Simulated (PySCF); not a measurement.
Two species compared at the same levels of theory.

First species: 3,5-dimethoxyphenol, C₈H₁₀O₃.
InChI=1S/C8H10O3/c1-10-7-3-6(9)4-8(5-7)11-2/h3-5,9H,1-2H3

Second species: C6H10O2Si.
Numbering: `[CH2:1]=[CH:2][C@@:3]1([C:4](=[O:5])[OH:6])[SiH2:7][C@H:8]1[CH3:9]` (hydrogens: H10, H11 on C1; H12 on C2; H13 on O6; H14, H15 on Si7; H16 on C8; H17, H18, H19 on C9)

Levels: PBE0/pcSseg-1 for dipole moment, HOMO energy, LUMO energy and HOMO–LUMO gap; GFN2-xTB for rotational constant A and rotational constant C. Geometries: GFN2-xTB. All species are isolated and taken at one optimised geometry, non-relativistic unless stated; the electronic structure was computed with PySCF and density fitting.

Dipoles, sizes and rotational constants follow the conformer. The torsions of the flexible species, by atom-mapped SMILES:
- `[CH3:1][O:2][c:3]1[cH:4][c:5]([OH:6])[cH:7][c:8]([O:9][CH3:10])[cH:11]1`: C1–O2–C3–C4 180°, C7–C8–O9–C10 0°, H–O6–C5–C4 0°
- `[CH2:1]=[CH:2][C@@:3]1([C:4](=[O:5])[OH:6])[SiH2:7][C@H:8]1[CH3:9]`: C1–C2–C3–C4 -56°, C2–C3–C4–O5 -175°, H–O6–C4–C3 179°

Q: Which has the higher rotational constant C?

A: The second: 1.000 GHz against 0.541 GHz, a difference of 0.459 GHz.

Q: Which has the higher LUMO energy?

A: The first: 0.41 eV against -0.73 eV, a difference of 1.14 eV.

Q: Which has the higher dipole moment?

A: The second: 1.43 D against 0.57 D, a difference of 0.86 D.

Q: Which of the two has the higher HOMO energy, and by how much?

A: The first: -6.23 eV against -6.42 eV, a difference of 0.19 eV.

Q: Which has the higher rotational constant A?

A: The second: 1.683 GHz against 1.391 GHz, a difference of 0.292 GHz.

Q: Which has the higher HOMO–LUMO gap?

A: The first: 6.64 eV against 5.69 eV, a difference of 0.95 eV.

On the first: The dipole matches unit charges of opposite sign 0.12 Å apart (1 e·Å = 4.8032 D).

On the second: The dipole matches unit charges of opposite sign 0.30 Å apart (1 e·Å = 4.8032 D). A dipole of 1.43 D is allowed in C1, and pure rotational transitions are dipole-allowed.
